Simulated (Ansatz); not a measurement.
One change: `O[SiH2]N[SiH2]F` becomes `O[SiH2]N[SiH2]Cl`.

Ansatz, PBE0-D4/def2-TZVP geometries, multiplicity 1. Each molecule was computed in one conformer, which needn't be the lowest.

```tsv
property	`O[SiH2]N[SiH2]F`
LUMO energy (ωB97M-V/def2-TZVPP) / eV	1.83
LUMO energy (PBE0/def2-TZVPP) / eV	0.31
HOMO–LUMO gap (ωB97M-V/def2-TZVPP) / eV	12.61
HOMO–LUMO gap (PBE/def2-TZVPP) / eV	6.48
HOMO energy (PBE0/def2-TZVPP) / eV	-8.42
LUMO energy (PBE/def2-TZVPP) / eV	-0.53
```

(1) What does the change do to each property? (Estimate.)

## Answers

(1) Computed: 
```json
{"property": "LUMO energy (ωB97M-V/def2-TZVPP) / eV", "`O[SiH2]N[SiH2]Cl`": "1.73", "shift": "-0.10"}
{"property": "LUMO energy (PBE0/def2-TZVPP) / eV", "`O[SiH2]N[SiH2]Cl`": "0.17", "shift": "-0.14"}
{"property": "HOMO–LUMO gap (ωB97M-V/def2-TZVPP) / eV", "`O[SiH2]N[SiH2]Cl`": "12.32", "shift": "-0.29"}
{"property": "HOMO–LUMO gap (PBE/def2-TZVPP) / eV", "`O[SiH2]N[SiH2]Cl`": "6.23", "shift": "-0.25"}
{"property": "HOMO energy (PBE0/def2-TZVPP) / eV", "`O[SiH2]N[SiH2]Cl`": "-8.28", "shift": "0.14"}
{"property": "LUMO energy (PBE/def2-TZVPP) / eV", "`O[SiH2]N[SiH2]Cl`": "-0.66", "shift": "-0.13"}
```

With PBE0 the HOMO rises by 0.14 eV and the LUMO falls by 0.14 eV, so the gap narrows by about 0.28 eV. PBE moves the HOMO by 0.12 eV and ωB97M-V by 0.19 eV.

Positive LUMOs are unbound, so they and the gaps depend on the basis.
